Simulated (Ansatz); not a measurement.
CH$_{3}$BF$_{2}$, SMILES `BC(F)F`, relaxed with RKS PBE0-D4/def2-TZVP in Ansatz 0.2.0 from a PBE-D4/def2-SVP geometry. The force threshold is 0.005 eV/Å; the program also tests the step.

The species carries charge 0 and has multiplicity 1.

Start:

```xyz
7

B     0.815    0.420   -0.195
C    -0.559   -0.268    0.159
F    -0.573   -0.964    1.343
F    -1.647    0.569    0.149
H     0.821    1.359   -0.962
H     1.846   -0.096    0.183
H    -0.704   -1.020   -0.676
```

Problem. How much energy does the relaxation release, and in how many steps? (Best estimate.)

Solution. Ansatz gave: 0.03 eV, in 6 steps.

Problem. Which bonds change most? (Estimate.)

Solution. Ansatz gave: C2–H7 from 1.133 to 1.108 Å; B1–H6 from 1.213 to 1.191 Å; B1–H5 from 1.213 to 1.191 Å; C2–F4 from 1.373 to 1.364 Å.

Problem. Give the relaxed structure. (Estimate.)

Solution. The calculation gave: 
```xyz
7

B     0.821    0.416   -0.205
C    -0.551   -0.283    0.133
F    -0.558   -0.947    1.325
F    -1.619    0.566    0.144
H     0.822    1.359   -0.933
H     1.831   -0.075    0.191
H    -0.746   -1.035   -0.656
```
